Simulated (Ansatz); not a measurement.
C$_{2}$H$_{4}$AlN, SMILES `C#[C][AlH][NH2]`, relaxed with RKS PBE0-D4/def2-TZVP in Ansatz 0.2.0 from a PBE-D4/def2-SVP geometry. The force threshold is 0.005 eV/Å; the program also tests the step.

The species carries charge 0 and has multiplicity 1.

Start:

```xyz
8

C    -0.308   -2.521    0.026
C    -0.383   -1.295    0.136
Al   -0.539    0.610    0.311
N     0.793    1.607   -0.322
H    -0.241   -3.598   -0.071
H    -1.788    1.327    0.982
H     1.639    1.241   -0.766
H     0.827    2.629   -0.296
```

How much energy does the relaxation release, and in how many steps? (An estimate is asked.)

The calculation gave: 4.79 kJ/mol, in 5 steps.

Which bonds change most? (Estimate.)

Computed: C1–C2 from 1.233 to 1.210 Å; Al3–N4 from 1.780 to 1.761 Å; C1–H5 from 1.083 to 1.067 Å; N4–H8 from 1.023 to 1.007 Å.

Give the relaxed structure. (An estimate is asked.)

Ansatz gave: 
```xyz
8

C    -0.304   -2.488    0.026
C    -0.380   -1.284    0.127
Al   -0.533    0.609    0.304
N     0.790    1.591   -0.321
H    -0.237   -3.549   -0.063
H    -1.778    1.301    0.976
H     1.617    1.223   -0.762
H     0.826    2.596   -0.287
```
